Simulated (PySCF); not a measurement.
Sn(Me)(OH)(NH2)2, CH8N2OSn, SMILES [CH3][Sn]([NH2])([NH2])[OH], PBE0/def2-SVP optimised geometry.

```
13

C     -1.23     1.11     0.00
Sn    -0.48    -0.89     0.00
N      1.55    -0.89     0.00
N     -1.27    -1.94     1.56
O     -0.98    -1.89    -1.66
H     -0.40     1.81    -0.15
H     -1.96     1.23    -0.81
H     -1.72     1.32     0.96
H      1.95    -0.28     0.71
H      1.96    -1.81     0.15
H     -2.29    -1.91     1.57
H     -1.01    -2.92     1.54
H     -0.40    -1.65    -2.39
```

Density from PBE0/def2-TZVP, def2 effective core potentials past Kr in PySCF at that geometry. The core electrons that the potentials of Sn replace are not part of the density.

Minimum of the electron density along straight lines between bonded atoms, close to the bond critical point (lines longer than 1.1 times the sum of covalent radii, or with two minima, are not listed):

```tsv
bond	length / Å	ρ at the minimum / e bohr⁻³	∇²ρ there / e bohr⁻⁵	position (fraction from the first atom)
C1–Sn2	2.137	0.108	0.11	0.49
Sn2–N3	2.038	0.117	0.32	0.51
Sn2–N4	2.037	0.117	0.32	0.51
Sn2–O5	1.994	0.115	0.44	0.51
C1–H6	1.099	0.269	-0.89	0.64
C1–H7	1.099	0.269	-0.89	0.64
C1–H8	1.099	0.269	-0.89	0.64
N3–H9	1.019	0.329	-1.53	0.73
N3–H10	1.019	0.329	-1.53	0.73
N4–H11	1.019	0.328	-1.52	0.73
N4–H12	1.019	0.329	-1.53	0.73
O5–H13	0.964	0.356	-2.36	0.80
```
